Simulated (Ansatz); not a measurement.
C2H7BN2Si can be A, `CB(N)[SiH2]C#N`, or B, `CB[Si]1(N)C=N1`.

Isolated molecules relaxed with PBE0-D4/def2-TZVP in Ansatz; ΔE leaves out vibrations. CCSD(T)/CBS adds triple-zeta CCSD(T) − MP2 to the extrapolated MP2 energy (def2 sets, frozen cores). Functionals use def2-TZVPP. B3LYP here is the variant with VWN-RPA as its local correlation; programs differ in this. Each species was taken in one conformer, which may not be the lowest.

A:

```xyz
13

C     0.369    1.650    0.113
B     0.575    0.100    0.229
N     1.536   -0.450    1.068
Si   -0.574   -1.174   -0.855
C    -2.357   -0.798   -0.497
N    -3.446   -0.522   -0.239
H     1.050    2.229    0.744
H    -0.657    1.921    0.385
H     0.498    1.987   -0.920
H     2.144    0.118    1.638
H     1.688   -1.437    1.185
H    -0.396   -2.615   -0.525
H    -0.432   -1.009   -2.326
```

B:

Z-matrix (Å, degrees):
```
C
B 1 1.554
H 1 1.091 2 116.1
H 1 1.103 2 105.0 3 118.0
H 1 1.094 2 113.2 3 -128.2
Si 2 1.976 1 125.0 3 -16.3
H 2 1.199 1 119.5 3 165.2
C 6 1.794 2 120.8 1 154.0
N 6 1.708 2 117.2 1 -5.7
N 6 1.815 2 118.8 1 -158.2
H 8 1.094 6 160.2 2 -90.2
H 9 1.006 6 122.1 2 173.9
H 9 1.006 6 120.7 2 -34.0
```

Task: Which is lower in electronic energy at CCSD(T)/CBS, and by how much? (Best estimate.)

Result: The calculation gave: A, by 213.5 kJ/mol.

Task: Give E(B) − E(A) in kJ/mol with MP2/def2-TZVPP, CCSD/def2-TZVPP, B2PLYP, B3LYP-D4, B3LYP, CCSD(T)/def2-TZVPP, PBE0-D4. (An estimate is asked.)

Result: Ansatz gave: MP2/def2-TZVPP 225.9, CCSD/def2-TZVPP 226.5, B2PLYP 219.6, B3LYP-D4 210.9, B3LYP 212.6, CCSD(T)/def2-TZVPP 222.3, PBE0-D4 194.0. None reverses the order clearly.

Largest T1 diagnostic: 0.018.

In def2-TZVPP, CCSD(T) changes the Hartree–Fock value by −19.5 kJ/mol (the triples alone add −4.2 kJ/mol) and MP2 by −15.9 kJ/mol. From PBE to PBE0 (25 % exact exchange), in def2-TZVPP and without D4, E(B) − E(A) moves by +5.5 kJ/mol.
